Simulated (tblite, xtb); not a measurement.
AlBr3, singlet, at a GFN2-xTB geometry (such geometries of metal compounds can be far from the true shape). Base run: GFN1-xTB run with xtb.

Geometry (Å):
```xyz
4

Al     0.0000     0.0000     0.0000
Br    -1.7991    -1.3389    -0.1045
Br    -0.0155     1.9849    -1.0490
Br     1.8145    -0.6460     1.1535
```
Charge 0, spin multiplicity 1.
All else is at xtb's defaults.
Base energy -13.13930 Eh.

Programs used: tblite, xtb; a row that names a program was run with it.

The base run was repeated with changes; each row names its change, and settings that it needs were set with it.

```json
[
 {"change": "base", "ΔE vs base (kcal/mol)": "0.000", "HOMO-LUMO gap (eV)": "4.50", "G_solv (kcal/mol)": "-", "SCF cycles": "8"},
 {"change": "program = tblite; method = gfn1; option = (--efield, 0,0,0.1)", "ΔE vs base (kcal/mol)": "-0.160", "HOMO-LUMO gap (eV)": "-", "G_solv (kcal/mol)": "-", "SCF cycles": "-"},
 {"change": "program = tblite; method = gfn1; option = --spin-polarized", "ΔE vs base (kcal/mol)": "-0.003", "HOMO-LUMO gap (eV)": "-", "G_solv (kcal/mol)": "-", "SCF cycles": "-"},
 {"change": "acc = 0.0001", "ΔE vs base (kcal/mol)": "0.000", "HOMO-LUMO gap (eV)": "4.50", "G_solv (kcal/mol)": "-", "SCF cycles": "12"},
 {"change": "alpb = methanol", "ΔE vs base (kcal/mol)": "(withheld)", "HOMO-LUMO gap (eV)": "4.50", "G_solv (kcal/mol)": "(withheld)", "SCF cycles": "8"},
 {"change": "alpb = acetone", "ΔE vs base (kcal/mol)": "(withheld)", "HOMO-LUMO gap (eV)": "4.50", "G_solv (kcal/mol)": "(withheld)", "SCF cycles": "8"},
 {"change": "program = tblite; method = gfn1; option = (--etemp, 2000)", "ΔE vs base (kcal/mol)": "-0.003", "HOMO-LUMO gap (eV)": "-", "G_solv (kcal/mol)": "-", "SCF cycles": "-"},
 {"change": "program = tblite; method = gfn1; option = --grad", "ΔE vs base (kcal/mol)": "-0.003", "HOMO-LUMO gap (eV)": "-", "G_solv (kcal/mol)": "-", "SCF cycles": "-"},
 {"change": "etemp = 1000", "ΔE vs base (kcal/mol)": "0.000", "HOMO-LUMO gap (eV)": "4.50", "G_solv (kcal/mol)": "-", "SCF cycles": "8"},
 {"change": "acc = 30", "ΔE vs base (kcal/mol)": "0.000", "HOMO-LUMO gap (eV)": "4.50", "G_solv (kcal/mol)": "-", "SCF cycles": "7"},
 {"change": "program = tblite; method = gfn1; option = (--guess, eeq)", "ΔE vs base (kcal/mol)": "-0.003", "HOMO-LUMO gap (eV)": "-", "G_solv (kcal/mol)": "-", "SCF cycles": "-"}
]
```

Q: What belongs in the gaps?

A: 
- alpb = methanol, ΔE vs base (kcal/mol): -6.58
- alpb = methanol, G_solv (kcal/mol): -6.58
- alpb = acetone, ΔE vs base (kcal/mol): -7.33
- alpb = acetone, G_solv (kcal/mol): -7.33

ALPB and GBSA are two models with their own fitted parameters for each solvent, which aren't always the measured dielectric constant.
